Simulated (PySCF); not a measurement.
# Two-component Hartree-Fock for Sb²⁺ (antimony, charge +2)

Start: [Kr] 4d10 5s2 5p1; 5p3/2 filled at m_j = +3/2. Calculated with PySCF 2.14 in x2c-SVPall-2c (6s8p4d, 50 functions): generalised Hartree-Fock with the X2C-1e Hamiltonian and a Gaussian nucleus; one run each with spin-orbit coupling (SO) screened by Boettger's factors, then bare. This is a chosen level, not necessarily the ground level.

| spinor shell | electrons | ε, screened SO (eV) | ε, bare SO (eV) | weight of nominal j (bare SO) | rms radius, bare SO (bohr) |
| --- | --- | --- | --- | --- | --- |
| 1s1/2 | 2 | -30654.0 | -30653.8 | 1.000 | 0.0326 |
| 2s1/2 | 2 | -4773.3 | -4773.2 | 1.000 | 0.133 |
| 2p1/2 | 2 | -4456.9 | -4464.7 | 1.000 | 0.115 |
| 2p3/2 | 4 | -4202.2 | -4199.0 | 1.000 | 0.120 |
| 3s1/2 | 2 | -990.78 | -990.76 | 1.000 | 0.352 |
| 3p1/2 | 2 | -859.55 | -861.00 | 1.000 | 0.344 |
| 3p3/2 | 4 | -811.13 | -810.53 | 1.000 | 0.356 |
| 3d3/2 | 4 | -581.20 | -582.64 | 1.000 | 0.329 |
| 3d5/2 | 6 | -571.45 | -570.51 | 1.000 | 0.333 |
| 4s1/2 | 2 | -194.70 | -194.70 | 1.000 | 0.840 |
| 4p1/2 | 2 | -147.87 | -148.15 | 1.000 | 0.894 |
| 4p3/2 | 4 | -138.99 | -138.88 | 1.000 | 0.920 |
| 4d3/2 | 4 | -63.208 | -63.399 | 0.994 | 1.10 |
| 4d5/2 | 6 | -61.967 | -61.847 | 0.996 | 1.11 |
| 5s1/2 | 2 | -32.980 | -32.982 | 1.000 | 2.27 |
| 5p3/2 | 1 | -23.951 | -23.941 | 1.000 | 2.78 |

```csv
quantity,screened SO,bare SO
E (hartree),-6477.20674,-6477.35159
M_J,3/2,3/2
⟨J²⟩,3.758,3.758
⟨L²⟩,2.022,2.024
⟨S²⟩,0.769,0.771
```

Each row is a mean over spinors that exchange with the open shell spreads, by up to 2.254 eV (5s1/2).

Breit and QED terms are absent; they matter most for the inner s and p1/2 levels.

Densities and radii are taken from the X2C orbitals without a picture-change correction, which distorts them close to the nucleus.
